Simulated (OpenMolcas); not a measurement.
Ce3+ among 6 point charges of -1 e arranged as a tetragonal octahedron (D4h). The axial distance is 1.05 times the equatorial one, R.

* Program: OpenMolcas 26.06
* Method: CASSCF
* Basis: ANO-RCC-VTZP [8s7p5d3f2g1h]
* Scalar Hamiltonian: DKH2, point nucleus
* Active space: 1 electron in 7 orbitals (4f)
* State averaging: 2S+1 = 2 odd, 7 roots
* Spin-orbit coupling: state interaction with AMFI integrals over the reference wave functions

All point charges move together. At R = 2.76 Å the width of the lowest J multiplet is 285 cm-1, and at R = 2.96 Å it is 212 cm-1.

A third run gives 407 cm-1. What distance was it run at?

With a power law R^-n the two known points give n = -ln(212 / 285) / ln(2.96 / 2.76) = 4.23. Then R = 2.76 × (285 / 407)^(1/4.23) = 2.537 Å. The run was at 2.54 Å, so the estimate is off by -0.003 Å.

Point charges carry no covalency, so the field is a model and not that of real ligands. No measured value stands beside these numbers.
